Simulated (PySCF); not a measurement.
## Relaxation of singlet ZrCl₄

These are results of PBE in PySCF with Zr def2-TZVP with ECP28, Cl def2-TZVP; scalar-relativistic core potentials, no spin–orbit coupling; density-fitted integrals, not measurements. A (50,194) grid was used.

A hand-made square planar start, of D4h symmetry, held to at least that symmetry:

```xyz
5
charge 0 multiplicity 1, angstrom
Zr    0.0000    0.0000    0.0000
Cl    2.5300    0.0000    0.0000
Cl    0.0000    2.5300    0.0000
Cl   -2.5300    0.0000    0.0000
Cl    0.0000   -2.5300    0.0000
```

At each step, columns x, y, z (Å) and Fx, Fy, Fz (eV/Å):

```
step 0  E − E(last) = 56.71 kJ/mol
Zr   0.000   0.000   0.000   0.000   0.000   0.000
Cl   2.530   0.000   0.000  -1.796   0.000   0.000
Cl   0.000   2.530   0.000   0.000  -1.796   0.000
Cl  -2.530   0.000   0.000   1.796   0.000   0.000
Cl   0.000  -2.530   0.000   0.000   1.796   0.000
step 1  E − E(last) = 12.82 kJ/mol
Zr   0.000   0.000   0.000   0.000   0.000   0.000
Cl   2.449   0.000   0.000  -0.949   0.000   0.000
Cl   0.000   2.449   0.000   0.000  -0.949   0.000
Cl  -2.449   0.000   0.000   0.949   0.000   0.000
Cl   0.000  -2.449   0.000   0.000   0.949   0.000
step 2  E − E(last) = 0.75 kJ/mol
Zr   0.000   0.000   0.000   0.001   0.001   0.000
Cl   2.366   0.000   0.000   0.257   0.000   0.000
Cl   0.000   2.366   0.000   0.000   0.258   0.000
Cl  -2.366   0.000   0.000  -0.258   0.000   0.000
Cl   0.000  -2.366   0.000   0.000  -0.258   0.000
step 3  E − E(last) = 0.01 kJ/mol
Zr   0.000   0.000   0.000   0.000   0.000   0.000
Cl   2.384   0.000   0.000  -0.035   0.000   0.000
Cl   0.000   2.384   0.000   0.000  -0.035   0.000
Cl  -2.384   0.000   0.000   0.035   0.000   0.000
Cl   0.000  -2.384   0.000   0.000   0.035   0.000
step 4  E − E(last) = 0.00 kJ/mol
Zr   0.000   0.000   0.000  -0.001  -0.001   0.000
Cl   2.382   0.000   0.000  -0.001   0.000   0.000
Cl   0.000   2.382   0.000   0.000  -0.001   0.000
Cl  -2.382   0.000   0.000   0.002   0.000   0.000
Cl   0.000  -2.382   0.000   0.000   0.002   0.000
```

It ends at D4h with Zr–Cl 2.382 Å (×4); Cl–Zr–Cl 90.0° (×4), Cl–Zr–Cl 180.0° (×2). A frequency run shows 2 imaginary modes, down to 108i cm⁻¹, so it is a higher-order saddle point. Other isomers or separated fragments may lie lower.

Stability towards spin polarisation was not tested.
